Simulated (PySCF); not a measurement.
Isomers C6H7FN2Si:

A. `C=N[SiH2]c1cc(F)ccn1`
B. `C=Cc1nccnc1[SiH2]F`
C. `N#C/C=C(\CC#N)C[SiH2]F`
D. `C[SiH2]C#Cc1nc[nH]c1F`

Spectrum 1. 1H NMR (400 MHz, computed): δ 8.96 (m, 1H), 8.84 (m, 1H), 8.78 (m, 1H), 7.99 (m, 1H), 7.12 (m, 1H), 5.67 (s, 2H). 13C{1H} NMR (computed): δ 178.8 (C), 173.1 (C), 172.0 (CH2), 156.5 (CH), 125.3 (CH), 116.8 (CH).

Spectrum 2. 1H NMR (400 MHz, computed): δ 8.05 (br s, 1H), 6.88 (m, 1H), 4.64 (q, 2H), 0.41 (t, 3H). 13C{1H} NMR (computed): δ 161.2 (C), 126.8 (CH), 107.7 (C), 105.0 (C), 99.6 (C), -5.0 (CH3).

Spectrum 3. 1H NMR (400 MHz, computed): δ 8.80 (m, 1H), 8.73 (m, 1H), 7.70 (m, 1H), 7.34 (m, 1H), 6.18 (m, 1H), 5.68 (m, 2H). 13C{1H} NMR (computed): δ 161.1 (C), 160.5 (C), 150.8 (CH), 148.3 (CH), 140.0 (CH), 133.0 (CH2).

Spectrum 4. 1H NMR (400 MHz, computed): δ 5.32 (s, 1H), 5.23 (m, 2H), 3.67 (s, 2H), 2.35 (m, 2H). 13C{1H} NMR (computed): δ 166.0 (C), 120.7 (C), 120.7 (C), 103.6 (CH), 29.9 (CH2), 26.1 (CH2).

All values are calculated (PySCF 2.14.0 with density-fitted response routines): structure optimised with GFN2-xTB, shielding tensors at PBE0/pcSseg-1 (GIAO). Gas phase, one computed conformer, one averaged value for each set of equivalent atoms, non-relativistic.

References, each an isolated molecule treated in the same way: TMS for 1H, 13C. Splittings of carbon signals by F and P are missing where no couplings were computed. Where no couplings were computed, multiplicities follow the n + 1 count of equivalent neighbours, and m marks all less simple cases (inequivalent or close neighbours, rings, F or P nearby). Shifts are as computed. Against solution values, carbons near 30 ppm lie about +3 ppm off and those near 130 ppm about +5 ppm. Of 1309 compounds with measured shifts, 239 miss one by over three times the rms of a fit or turn the order of signals round; such compounds aren't used in these exercises. OH and NH positions are gas-phase values without hydrogen bonding to other molecules.

Q: Which spectrum belongs to which compound?

A: 1–A, 2–D, 3–B, 4–C.

- Spectrum 1 (A): 6 13C signals; δC 178.8 is an aromatic carbon bearing fluorine; δC 156.5 is an aromatic CH next to a ring nitrogen.
- Spectrum 2 (D): 6 13C signals; δC 161.2 is an aromatic carbon bearing fluorine; δC 99.6 is an alkyne carbon.
- Spectrum 3 (B): 6 13C signals; δC 150.8 is an aromatic CH next to a ring nitrogen; δC 148.3 is an aromatic CH next to a ring nitrogen.
- Spectrum 4 (C): 6 13C signals; δC 120.7 is a nitrile carbon; δC 120.7 is a nitrile carbon.
